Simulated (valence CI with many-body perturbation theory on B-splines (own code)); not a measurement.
# Ti16+: calculated level list

Calculated by relativistic CI+MBPT: four valence electrons over a frozen Dirac-Fock core [He], a basis of 11 s, 11 p, 9 d, 7 f, 5 g, 2 h, 1 i functions for each j, with the one-electron correlation potential Σ1 (screened to all orders), the two-electron term Σ2, the three-electron term Σ3, Breit, model QED; selected single and double excitations, second order for the rest (own B-spline code, finite nucleus).

No measured levels were compared; by estimate levels of excited configurations hold to 0.05 to 0.15 % of their energy, terms of the ground configuration to about 0.5 %.

Levels 91 to 99 of 99, with energies above the lowest level, 2s²2p² ³P_0. "Leading %" is the weight of the configuration and term that name the level; weights of strongly mixed levels are sums over their largest components and can fall short. In the jj column 3d3/2^4 stands for four electrons in 3d with j = 3/2. Lifetimes count E1, E2, E3, M1 and M2 decay at the calculated energies, and are blank where another channel may lead or the interval is too uncertain; long ones can be off by a factor of two.

```
No.  Configuration  Term  J  E (eV)  Leading %  Second component                   Leading jj  Lifetime
 91        2s2p²3p   ³F°  2  727.94         64  31 % 2s2p²3p ¹D°  2s 2p1/2 2p3/2 3p1/2 (77 %)    854 fs
 92        2s2p²3d    ³F  3  729.50         94                    2s 2p1/2 2p3/2 3d5/2 (42 %)    252 fs
 93        2s2p²3d    ³P  0  729.55         92                        2s 2p3/2^2 3d5/2 (62 %)    264 fs
 94        2s2p²3p   ³F°  3  729.58         95                    2s 2p1/2 2p3/2 3p3/2 (34 %)   8.82 ps
 95        2s2p²3p   ¹D°  2  730.46         58  32 % 2s2p²3p ³F°  2s 2p1/2 2p3/2 3p3/2 (41 %)    422 fs
 96        2s2p²3p   ³F°  4  730.78         97                    2s 2p1/2 2p3/2 3p3/2 (54 %)    167 ps
 97        2s2p²3s    ³P  1  731.53         55   36 % 2s2p²3s ³S         2s 2p3/2^2 3s (61 %)    828 fs
 98        2s2p²3p   ³D°  1  731.67         79  14 % 2s2p²3p ¹P°  2s 2p1/2 2p3/2 3p1/2 (62 %)    881 fs
 99        2s2p²3p   ¹F°  3  732.27         88   9 % 2s2p²3p ³D°  2s 2p1/2 2p3/2 3p3/2 (59 %)    341 fs
```

Names give the largest LS component (configuration and term), which can be under half, so a name can repeat, a term be missing and a line seem to break the LS rules; names also repeat where a configuration has a term twice.
